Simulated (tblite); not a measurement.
Species: C5H5F3N (doublet state).
SMILES with atom numbers: `[CH3:1][C@@H:2]([C:3]1=[N:4][CH:5]1)[C:6]([F:7])([F:8])[F:9]` (hydrogens: H10, H11, H12 on C1; H13 on C2; H14 on C5)

Structure used (GFN2-xTB), in Å, numbered top down from 1:
```
atom  x, y, z in Å
C1    -0.5263    1.2548    0.8832
C2    -0.1154    0.4278   -0.3418
C3     1.2100   -0.1637   -0.1436
N4     2.5256    0.1823    0.1627
C5     2.0481   -1.1713   -0.0582
C6    -1.1367   -0.6745   -0.6159
F7    -2.3568   -0.1766   -0.8577
F8    -0.8054   -1.4138   -1.6857
F9    -1.2619   -1.5238    0.4122
H10   -1.4847    1.7356    0.7047
H11   -0.6078    0.6147    1.7591
H12    0.2282    2.0131    1.0730
H13   -0.0822    1.0735   -1.2291
H14    2.3648   -2.1788   -0.0850
```

All values are computed: GFN2-xTB (tblite) harmonic vibrations without scaling, gas phase. Errors from tens to a few hundred cm⁻¹ against measured bands are possible. One conformer, not necessarily the lowest. Open shells enter through the occupations alone, without spin polarisation, and single modes of such species can be off by tens of per cent.

Harmonic wavenumbers (cm⁻¹): 44.1, 53.3, 106.7, 176.2, 200.5, 206.0, 273.4, 307.1, 359.9, 424.4, 467.0, 509.9, 532.3, 545.0, 627.6, 779.6, 823.0, 904.0, 998.1, 1058.2, 1066.2, 1077.4, 1119.5, 1175.4, 1240.1, 1265.4, 1282.5, 1405.1, 1473.8, 1481.2, 1870.5, 2918.7, 3048.1, 3052.6, 3062.7, 3293.4.

A = 2737, B = 1295, C = 1070 MHz; mass 136.037 u (most abundant isotopes); point group C1, symmetry number 1; spin multiplicity 2.

**Question.** What is the zero-point energy?

**Answer.** Half the sum of the wavenumbers: 19614 cm⁻¹ = 234.64 kJ/mol.

**Question.** What is S at 298.15 K and 1 bar for an ideal gas of classical rigid rotors and harmonic oscillators?

**Answer.** Translation 170.13, rotation 120.62, vibration 119.82, spin (R ln 2) 5.76: S = 416.3 J/(mol K).

**Question.** And Cp and H(298.15 K) − H(0)?

**Answer.** Cp = 150.52 J/(mol K), of which vibrations give 117.26 (their classical limit is 36 R = 299.3); H(298.15 K) − H(0) = 28.42 kJ/mol without the zero-point energy, 18.50 from vibrations.

**Question.** What must be added to the electronic energy to get the Gibbs energy at 298.15 K and 1 bar?

**Answer.** ZPE + [H(298.15 K) − H(0)] − T·S = 234.64 + 28.42 − 124.13 = 138.93 kJ/mol.

**Question.** How do the functions run with temperature in this model?

**Answer.** 
| T (K) | S (J/(mol K)) | Cp (J/(mol K)) | H − H(0) (kJ/mol) | G − H(0) (kJ/mol) | ln q(vib) |
| --- | --- | --- | --- | --- | --- |
| 50 | 251.9 | 54.7 | 2.14 | -10.46 | 0.63 |
| 100 | 296.8 | 77.5 | 5.45 | -24.24 | 1.86 |
| 373.15 | 452.6 | 173.0 | 40.57 | -128.31 | 8.80 |
| 500 | 507.8 | 204.2 | 64.59 | -189.30 | 11.80 |
| 750 | 599.0 | 244.8 | 121.17 | -328.08 | 17.26 |
| 1000 | 673.1 | 269.5 | 185.68 | -487.38 | 22.11 |

q(vib) and H(0) count from the zero-point level.

**Question.** Blend soft modes into free rotors: weight 1/[1 + (100 cm⁻¹/ν̃)⁴] for the oscillator and the rest for a rotor with moment μB/(μ + B), μ = h/(8π²ν), B = 10⁻⁴⁴ kg m². What vibrational entropy results?

**Answer.** 108.58 J/(mol K) in place of 119.82, which changes −T·S at 298.15 K by +3.35 kJ/mol.

**Question.** Which modes carry the vibrational entropy at 298.15 K?

**Answer.** 44.1 cm⁻¹: 21.20; 53.3 cm⁻¹: 19.63; 106.7 cm⁻¹: 13.92; 176.2 cm⁻¹: 9.91; 200.5 cm⁻¹: 8.91; 206.0 cm⁻¹: 8.70 J/(mol K); the other 30 give 37.56 together.

Hindered rotation and anharmonicity are outside this model. Other conformers, if any are populated, would add a mixing term that is left out. The structure is chiral; the term R ln 2 for an equal mix with its mirror image is left out.
